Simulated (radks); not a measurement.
Valence configurations of Rh I (all share [Kr]). All-electron calculation, scalar-relativistic Kohn-Sham, PBE, spin-polarised, spherical densities, point nucleus; open shells are filled with parallel spins first (spin-orbit coupling, left out, can overturn this in heavy ions). Program: a radial shooting solver on a logarithmic mesh with Libxc functionals. Energies are relative to 4d8 5s1; eigenvalues in eV for spin up.

\begin{tabular}{lrrrrr}
valence & E (eV) & moment (Bohr magnetons) & e(4d) & e(5p) & e(5s) \\ \hline
4d8 5s1 & 0.000 & 3 & -6.520 & - & -4.762 \\
4d8 5p1 & 3.761 & 3 & -8.127 & -1.947 & - \\
4d7 5s2 & 2.005 & 3 & -9.564 & - & -5.628 \\
4d7 5s1 5p1 & 4.987 & 5 & -10.993 & -2.476 & -6.971 \\
4d9 & -0.006 & 1 & -3.876 & - & - \\
4d7 5s1.5 5p0.5 & 3.624 & 4 & -10.346 & -2.033 & -6.368 \\
4d7.5 5s1 5p0.5 & 2.219 & 4 & -8.782 & -1.841 & -5.926 \\
4d7.5 5s1.5 & 0.863 & 3 & -8.006 & - & -5.197 \\
4d6 5s1.5 5p1.5 & 10.831 & 6 & -14.908 & -3.303 & -8.408 \\
4d6 5s2 5p1 & 9.235 & 5 & -14.328 & -2.880 & -7.866 \\
\end{tabular}

NIST lists [Kr] 4d8 5s1 as the ground configuration; this level of theory puts 4d9 lower, by 0.006 eV. The energies are those of spherical high-spin densities, not of single terms.
